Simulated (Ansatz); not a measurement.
Computed with Ansatz on PBE0-D4/def2-TZVP structures; ΔE is electronic, products minus reactants. CCSD(T)/CBS is the MP2 limit (def2-TZVPP, def2-QZVPP) plus CCSD(T) − MP2 in def2-TZVPP, frozen cores. This one scheme is used for every species. Functionals use def2-TZVPP. B3LYP here is the variant with VWN-RPA as its local correlation; programs differ in this. For Br, Ga outer-core shells are correlated without core-valence functions, which leaves a few kJ/mol of doubt a bond. Scalar relativity is left out up to krypton. Each species was taken in one conformer, which may not be the lowest.

Reaction (ligand exchange at a Ga–S bond): `[SH][Ga]([Br])[Br]` + H–F → `[F][Ga]([Br])[Br]` + H₂S

`[SH][Ga]([Br])[Br]`:

Z-matrix (Å, degrees):
```
Ga
S 1 2.179
Br 1 2.273 2 121.2
Br 1 2.267 2 119.7 3 180.0
H 2 1.345 1 92.5 3 0.0
```

H–F:

Z-matrix (Å, degrees):
```
F
H 1 0.920
```

`[F][Ga]([Br])[Br]`:

Cartesian coordinates in Å:
```
F -0.272 0.285 1.785
Ga -0.014 0.014 0.089
Br 1.555 1.252 -0.946
Br -1.270 -1.551 -0.928
```

H₂S:

Cartesian coordinates in Å:
```
S -0.231 0.567 0.095
H 0.796 -0.118 0.620
H -0.565 -0.449 -0.715
```

```
             level  ΔE (kJ/mol)  difference from CCSD(T)/CBS
       LDA (SPW92)         22.8                         -0.3
         revPBE-D4         21.4                         -1.7
           BLYP-D4         11.8                        -11.3
      CAM-B3LYP-D4          7.4                        -15.7
             B3LYP          5.9                        -17.2
           r2SCAN0         17.0                         -6.1
         CAM-B3LYP          2.0                        -21.1
           LC-ωPBE          8.3                        -14.8
    MP2/def2-TZVPP         22.1                         -1.0
CCSD(T)/def2-TZVPP         15.7                         -7.4
       CCSD(T)/CBS         23.1                            0
```

Largest T1 diagnostic among the species: 0.010.

The D4 term adds +9.0 kJ/mol with B3LYP and +4.9 kJ/mol with PBE0; it sums over pairs of atoms, weighted by their polarisabilities, and B3LYP, whose exchange is more repulsive, gets the larger term. Leaving LDA and LC-ωPBE aside and taking each functional with its dispersion term where it has one, the values, not all of them listed here, spread over 17.3 kJ/mol, from CAM-B3LYP-D4 to HSE06-D4. LDA lies +7.4 kJ/mol from PBE without D4.

CCSD(T)/CBS has its own doubt, a few kJ/mol and more with outer-core shells, so smaller differences from it don't rank the levels.
